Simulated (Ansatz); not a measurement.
Consider the ligand exchange at the Si–O bond: `B/C=C/O[SiH3]` + H–F → `F[SiH3]` + `B/C=C/O`.

Isolated molecules relaxed with PBE0-D4/def2-TZVP in Ansatz; ΔE leaves out vibrations. CCSD(T)/CBS is the MP2 limit (def2-TZVPP, def2-QZVPP) plus CCSD(T) − MP2 in def2-TZVPP, frozen cores. This one scheme is used for every species. Double bonds are as drawn, so ΔE can hold a change between cis and trans. DFT in def2-TZVPP. One conformer a species, not always the lowest.

```csv
level,ΔE (kcal/mol)
PBE-D4,-13.9
PBE,-15.0
r2SCAN,-15.2
PBE0,-14.6
HF/def2-TZVPP,-15.8
MP2/def2-TZVPP,-12.5
HF/def2-QZVPP,-15.9
MP2/def2-QZVPP,-12.4
```

Q: What does CCSD(T)/CBS give? (An estimate is asked.)

A: Ansatz gave: -12.7 kcal/mol. The listed levels differ from it by -1.2, -2.3, -2.5, -1.9, -3.1, 0.2, -3.2, 0.3 kcal/mol.

Largest T1 diagnostic among the species: 0.013.

In def2-TZVPP, CCSD(T) changes the Hartree–Fock value by +2.9 kcal/mol (the triples alone add +0.4 kcal/mol) and MP2 by +3.3 kcal/mol. The D4 term adds +1.9 kcal/mol with B3LYP and +1.1 kcal/mol with PBE0; it sums over pairs of atoms, weighted by their polarisabilities, and B3LYP, whose exchange is more repulsive, gets the larger term.

B3LYP here is the variant with VWN-RPA as its local correlation; programs differ in this.
